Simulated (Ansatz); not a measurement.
`CC[N]([GeH3])[SiH2]Cl` + CH₃SH → `S[CH2][GeH3]` + `CCN[SiH2]Cl`  (formal exchange of groups at a Ge–N bond)

Gas-phase electronic energies from Ansatz, PBE0-D4/def2-TZVP geometries. CBS: MP2 limit from def2 TZ/QZ plus the TZ coupled-cluster correction, frozen cores. This one scheme is used for every species. Functionals use def2-TZVPP. B3LYP here is the variant with VWN-RPA as its local correlation; programs differ in this. For Ge outer-core shells are correlated without core-valence functions, which leaves a few kJ/mol of doubt a bond. Scalar relativity is left out up to krypton. One conformer a species, not always the lowest.

Q: Is it downhill or uphill in electronic energy at CCSD(T)/CBS, and by how much? (Estimate.)

A: Ansatz gave: Uphill: ΔE = +0.26 eV.

Q: What do these levels give: r2SCAN0-D4, CAM-B3LYP-D4, B3LYP, CAM-B3LYP, CCSD/def2-TZVPP, SCS-MP2/def2-QZVPP? (An estimate is asked.)

A: Ansatz gave: r2SCAN0-D4 0.23, CAM-B3LYP-D4 0.26, B3LYP 0.17, CAM-B3LYP 0.20, CCSD/def2-TZVPP 0.28, SCS-MP2/def2-QZVPP 0.29 eV.

Largest T1 diagnostic among the species: 0.011.

The D4 term adds +0.10 eV with B3LYP and +0.06 eV with PBE0; it sums over pairs of atoms, weighted by their polarisabilities, and B3LYP, whose exchange is more repulsive, gets the larger term. Leaving LDA and LC-ωPBE aside and taking each functional with its dispersion term where it has one, the values, not all of them listed here, spread over 0.10 eV, from PBE-D4 to BHLYP-D4.
